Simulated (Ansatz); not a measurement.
PAsAsSb tetrahedron (SbAs2P), relaxed as a singlet with RKS r2SCAN-D4/def2-SVP in Ansatz, starting from the GFN2-xTB geometry. Force threshold 0.02 eV/Å.

In the def2 sets Sb takes a core potential; there is no spin–orbit coupling.

Start:

```xyz
4

P    -0.778    0.024    1.143
As    0.178    1.401   -0.399
As   -0.814   -0.657   -1.030
Sb    1.414   -0.769    0.286
```

Task: Estimate the energy that the relaxation releases and the steps that it takes.

Result: 0.11 eV, in 4 steps; 58 s on 4 threads of Intel Xeon on a shared host. No frequencies were taken in this run, so the end may be a saddle point.

Task: Does the start keep its bonding and symmetry?

Result: By distances, no bond broke or formed. The bond that changes most is As2–As3, from 2.37 to 2.44 Å (atoms count from 1). Point group Cs at the start, Cs at the end, both within 0.05 Å.

Task: Predict the relaxed structure.

Result: 
```tsv
atom	x (Å)	y (Å)	z (Å)
P1	-0.8062	0.0259	1.1814
As2	0.1949	1.4367	-0.4050
As3	-0.8266	-0.6844	-1.0557
Sb4	1.4379	-0.7782	0.2794
```
Bond lengths: 2 × As–P 2.35 Å; 2 × As–Sb 2.63 Å; 1 × As–As 2.44 Å; 1 × P–Sb 2.55 Å.
